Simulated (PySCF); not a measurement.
H4Si2, SMILES [SiH3][SiH] (connectivity only; charge and spin as stated), charge -1, multiplicity 2. Atoms are numbered in the order given.

```xyz
6

Si     0.1047    -1.3130     0.0000
H     -1.4404    -1.3631     0.0000
Si    -0.0010     1.0416     0.0000
H     -0.6811     1.7218     1.1714
H     -0.6811     1.7218    -1.1714
H      1.3509     1.7189     0.0000
```
Charge -1, spin multiplicity 2.

Geometry: PBE0-D3(BJ)/def2-TZVPD. The spin state was assumed, not searched. The isomer is the one that the SMILES or the coordinates give; other isomers of the formula were not compared.

Two levels are set side by side: PBE/pcH-1 (PySCF) and PBE0/pcH-1 (PySCF). Contact hyperfine couplings, same geometry. Differences are taken from unrounded values.

| quantity | PBE |
|---|---|
| A(iso) of 29Si, atom Si1 (MHz) | 1.2 |
| A(iso) of 1H, atom H2 (MHz) | -32.1 |
| A(iso) of 29Si, atom Si3 (MHz) | 40.7 |
| A(iso) of 1H, atom H4 (MHz) | 48.0 |
| A(iso) of 1H, atom H5 (MHz) | 48.0 |
| A(iso) of 1H, atom H6 (MHz) | -3.2 |

Problem. These are the PBE values. What does PBE0 give? (The exact figures need the calculation; the answer reports its results.)

Solution. 
```csv
quantity,PBE0,PBE minus PBE0
"A(iso) of 29Si, atom Si1 (MHz)",-10.1,11.3
"A(iso) of 1H, atom H2 (MHz)",-34.5,2.4
"A(iso) of 29Si, atom Si3 (MHz)",43.7,-3.0
"A(iso) of 1H, atom H4 (MHz)",45.0,3.0
"A(iso) of 1H, atom H5 (MHz)",45.0,3.0
"A(iso) of 1H, atom H6 (MHz)",-3.1,-0.2
```

Rough cost on one machine, each run with all the roots and properties that it gave: PBE0 against PBE within a factor of 2.
